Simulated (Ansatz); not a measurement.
C11H13ClTi (`[CH3][Ti]12345678([Cl])([C@H]9[C@@H]1[C@@H]2[C@@H]3[C@H]94)[C@H]1[C@@H]5[C@@H]6[C@@H]7[C@H]18`). Charge 0, multiplicity 1. Geometry: relaxed with PBE0-D4/def2-TZVP.

```xyz
26

C    -2.132    0.524    0.184
Ti   -0.022    0.120    0.388
Cl    0.018    0.780    2.605
C    -0.523   -2.000    1.365
C     0.881   -1.915    1.250
C     1.202   -1.860   -0.115
C    -0.005   -1.900   -0.849
C    -1.067   -2.003    0.070
C     0.207    2.440   -0.177
C    -0.139    1.743   -1.354
C     0.911    0.859   -1.657
C     1.906    1.006   -0.660
C     1.473    1.997    0.237
H    -2.555    0.256   -0.788
H    -2.656   -0.037    0.961
H    -2.297    1.589    0.356
H    -1.079   -1.999    2.289
H     1.577   -1.846    2.072
H     2.195   -1.794   -0.530
H    -0.100   -1.879   -1.924
H    -2.113   -2.062   -0.179
H    -0.415    3.147    0.349
H    -1.053    1.858   -1.913
H     0.955    0.192   -2.503
H     2.844    0.476   -0.610
H     1.987    2.308    1.132
```

**Question.** What is the dipole moment at PBE/def2-TZVPP? (An estimate is asked.)

**Answer.** Computed: 3.31 D, with components (1.19, -1.13, -2.88) D in this frame, pointing from negative to positive charge.

**Question.** And with r2SCAN, B3LYP, ωB97M-V? (Estimate.)

**Answer.** Computed: r2SCAN 3.48 D, B3LYP 3.55 D, ωB97M-V 3.66 D.

**Question.** Give the Mulliken charges with PBE, B3LYP, ωB97M-V in def2-TZVPP. (Best estimate.)

**Answer.** Computed: 
```json
{"atom": "C1", "PBE": "-0.44", "B3LYP": "-0.46", "ωB97M-V": "-0.52"}
{"atom": "Ti2", "PBE": "0.02", "B3LYP": "0.33", "ωB97M-V": "0.09"}
{"atom": "Cl3", "PBE": "-0.24", "B3LYP": "-0.29", "ωB97M-V": "-0.22"}
{"atom": "C4", "PBE": "-0.09", "B3LYP": "-0.11", "ωB97M-V": "-0.11"}
{"atom": "C5", "PBE": "-0.06", "B3LYP": "-0.09", "ωB97M-V": "-0.07"}
{"atom": "C6", "PBE": "-0.14", "B3LYP": "-0.15", "ωB97M-V": "-0.15"}
{"atom": "C7", "PBE": "-0.08", "B3LYP": "-0.11", "ωB97M-V": "-0.10"}
{"atom": "C8", "PBE": "-0.12", "B3LYP": "-0.14", "ωB97M-V": "-0.13"}
{"atom": "C9", "PBE": "-0.09", "B3LYP": "-0.12", "ωB97M-V": "-0.12"}
{"atom": "C10", "PBE": "-0.08", "B3LYP": "-0.12", "ωB97M-V": "-0.09"}
{"atom": "C11", "PBE": "-0.13", "B3LYP": "-0.15", "ωB97M-V": "-0.14"}
{"atom": "C12", "PBE": "-0.09", "B3LYP": "-0.12", "ωB97M-V": "-0.10"}
{"atom": "C13", "PBE": "-0.10", "B3LYP": "-0.11", "ωB97M-V": "-0.11"}
{"atom": "H14", "PBE": "0.09", "B3LYP": "0.09", "ωB97M-V": "0.13"}
{"atom": "H15", "PBE": "0.10", "B3LYP": "0.09", "ωB97M-V": "0.12"}
{"atom": "H16", "PBE": "0.09", "B3LYP": "0.08", "ωB97M-V": "0.12"}
{"atom": "H17", "PBE": "0.14", "B3LYP": "0.14", "ωB97M-V": "0.15"}
{"atom": "H18", "PBE": "0.15", "B3LYP": "0.15", "ωB97M-V": "0.15"}
{"atom": "H19", "PBE": "0.13", "B3LYP": "0.13", "ωB97M-V": "0.13"}
{"atom": "H20", "PBE": "0.13", "B3LYP": "0.13", "ωB97M-V": "0.13"}
{"atom": "H21", "PBE": "0.13", "B3LYP": "0.13", "ωB97M-V": "0.14"}
{"atom": "H22", "PBE": "0.13", "B3LYP": "0.14", "ωB97M-V": "0.14"}
{"atom": "H23", "PBE": "0.13", "B3LYP": "0.13", "ωB97M-V": "0.14"}
{"atom": "H24", "PBE": "0.13", "B3LYP": "0.13", "ωB97M-V": "0.13"}
{"atom": "H25", "PBE": "0.13", "B3LYP": "0.13", "ωB97M-V": "0.13"}
{"atom": "H26", "PBE": "0.15", "B3LYP": "0.15", "ωB97M-V": "0.16"}
```

B3LYP here is the variant with VWN-RPA as its local correlation; programs differ in this.
